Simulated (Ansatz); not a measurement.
Cl₂H₆N₂Si₂, SMILES `N[SiH2][Si](N)(Cl)Cl`. The species carries charge 0 and has multiplicity 1. The structure was optimised at the PBE0-D4/def2-TZVP level. It is one conformer, not always the lowest.

```xyz
12

N    -0.886    0.703    1.696
Si   -0.204   -0.770    1.112
Si    0.168   -0.382   -1.157
N     1.356    0.804   -1.402
Cl   -1.693    0.136   -1.934
Cl    0.764   -2.047   -2.200
H    -0.905    0.885    2.688
H    -1.722    1.055    1.254
H    -1.038   -2.000    1.253
H     1.072   -0.994    1.840
H     1.748    0.973   -2.315
H     1.338    1.638   -0.836
```

Task: What is the dipole moment at ωB97M-V/def2-TZVPP? (Estimate.)

Result: Computed: 2.84 D, with components (0.29, 2.20, 1.78) D in this frame, pointing from negative to positive charge.

Task: And with PBE, r2SCAN, B3LYP? (Best estimate.)

Result: The calculation gave: PBE 2.82 D, r2SCAN 2.88 D, B3LYP 2.83 D.

Task: Give the Mulliken charges with ωB97M-V, PBE, B3LYP in def2-TZVPP. (An estimate is asked.)

Result: Computed: 
```json
{"atom": "N1", "ωB97M-V": "-0.37", "PBE": "-0.39", "B3LYP": "-0.41"}
{"atom": "Si2", "ωB97M-V": "0.24", "PBE": "0.23", "B3LYP": "0.31"}
{"atom": "Si3", "ωB97M-V": "0.48", "PBE": "0.48", "B3LYP": "0.56"}
{"atom": "N4", "ωB97M-V": "-0.33", "PBE": "-0.35", "B3LYP": "-0.37"}
{"atom": "Cl5", "ωB97M-V": "-0.23", "PBE": "-0.24", "B3LYP": "-0.27"}
{"atom": "Cl6", "ωB97M-V": "-0.20", "PBE": "-0.21", "B3LYP": "-0.24"}
{"atom": "H7", "ωB97M-V": "0.12", "PBE": "0.15", "B3LYP": "0.14"}
{"atom": "H8", "ωB97M-V": "0.13", "PBE": "0.15", "B3LYP": "0.14"}
{"atom": "H9", "ωB97M-V": "-0.04", "PBE": "-0.08", "B3LYP": "-0.09"}
{"atom": "H10", "ωB97M-V": "-0.02", "PBE": "-0.06", "B3LYP": "-0.07"}
{"atom": "H11", "ωB97M-V": "0.12", "PBE": "0.15", "B3LYP": "0.14"}
{"atom": "H12", "ωB97M-V": "0.13", "PBE": "0.16", "B3LYP": "0.14"}
```

B3LYP here is the variant with VWN-RPA as its local correlation; programs differ in this.
